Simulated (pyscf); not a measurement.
Structures and frequencies: ωB97X-D3(BJ)/def2-SVP in PySCF. MP2 and CC: frozen core, UHF for open shells. ΔMP2 is the change of the MP2 total energy from the triple- to the quadruple-zeta basis.

SMILES: F[SiH2][GeH3]
```xyz
8

F     -0.4308    -0.6397     0.8552
Si    -0.4222    -1.3699    -0.6073
Ge    -1.1797     0.1892    -2.2139
H      0.9685    -1.8206    -0.8909
H     -1.3220    -2.5547    -0.5392
H     -2.6131     0.6339    -1.8882
H     -1.1701    -0.4634    -3.6064
H     -0.2696     1.4255    -2.2413
```

### Question
What is the homolytic dissociation enthalpy (298 K, CCSD(T)/def2-TZVPP + ΔMP2(QZVPP)) of the Ge–Si bond of F–SiH₂–GeH₃ (SMILES F[SiH2][GeH3]), to F–SiH₂• + GeH₃•?

### Answer
Ge–Si to F–SiH₂• + GeH₃•: 3.24 eV. The CCSD(T) − MP2 part came from Ansatz, without density fitting, on the same reference. The frozen core leaves the outer d or s,p core shells of the metals and heavy elements correlated in the MP2 and CC values, and def2-TZVPP describes them poorly, which can shift differences by a few kcal/mol. Elements up to Kr have no core potential and no relativistic terms here.
